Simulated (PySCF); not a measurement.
CuI₂, SMILES [I][Cu-][I], charge -1, multiplicity 1.

Geometry: PBE0-D3(BJ)/def2-SVPD. The multiplicity is an assumed one; other spin states were not compared. The def2 effective core potentials stand for the cores of I; spin–orbit coupling is left out.

Method: PBE/def2-TZVPD run with PySCF.

The molecule is in vacuum.

Problem. Estimate the frontier levels, gap, dipole moment and polarisability. (Estimate from the structure and the level; the computed values follow.)

Solution. 
```
Property                                                             Result
------------------------------------------------  -------------------------
highest occupied level                                             -1.16 eV
lowest empty level                                                  2.42 eV
orbital gap                                                         3.58 eV
dipole moment about the centre of nuclear charge                  0.000 e·Å
mean static polarisability                           128.5 bohr³ (19.04 Å³)
polarisability, principal values                  104.1, 104.1, 177.3 bohr³
```
